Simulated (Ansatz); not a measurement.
GeH5NOSi can be A, `[NH2][Ge][O][SiH3]`, or B, `N[SiH]1[O][GeH2]1`.

Gas-phase electronic energies from Ansatz, PBE0-D4/def2-TZVP geometries. CCSD(T)/CBS is the MP2 limit (def2-TZVPP, def2-QZVPP) plus CCSD(T) − MP2 in def2-TZVPP, frozen cores. Functionals use def2-TZVPP. B3LYP here is the variant with VWN-RPA as its local correlation; programs differ in this. For Ge outer-core shells are correlated without core-valence functions, which leaves a few kJ/mol of doubt a bond. Scalar relativity is left out up to krypton. Each species was taken in one conformer, which may not be the lowest.

Problem. Which is lower in electronic energy at CCSD(T)/CBS, and by how much? (Best estimate.)

Solution. The calculation gave: A, by 20.0 kcal/mol.

Problem. Give E(B) − E(A) in kcal/mol with MP2/def2-TZVPP, PBE-D4, CCSD(T)/def2-SVP, ωB97M-V, B3LYP, HF/def2-TZVPP, r2SCAN-D4. (An estimate is asked.)

Solution. Ansatz gave: MP2/def2-TZVPP 18.2, PBE-D4 16.6, CCSD(T)/def2-SVP 25.8, ωB97M-V 21.2, B3LYP 23.3, HF/def2-TZVPP 28.4, r2SCAN-D4 16.0. None reverses the order clearly.

Problem. Does the order hold for the free energy at 298.15 K (harmonic terms from PBE0-D4)? (Best estimate.)

Solution. The calculation gave: Yes: G(B) − G(A) = +21.2 kcal/mol, for one conformer each. Modes under 60 cm⁻¹, often nearly free rotors, make the harmonic entropy too high.

Largest T1 diagnostic: 0.014.

In def2-TZVPP, CCSD(T) changes the Hartree–Fock value by −9.1 kcal/mol (the triples alone add −1.4 kcal/mol) and MP2 by −10.2 kcal/mol. From r2SCAN to r2SCAN0 (25 % exact exchange), in def2-TZVPP and without D4, E(B) − E(A) moves by +0.7 kcal/mol.
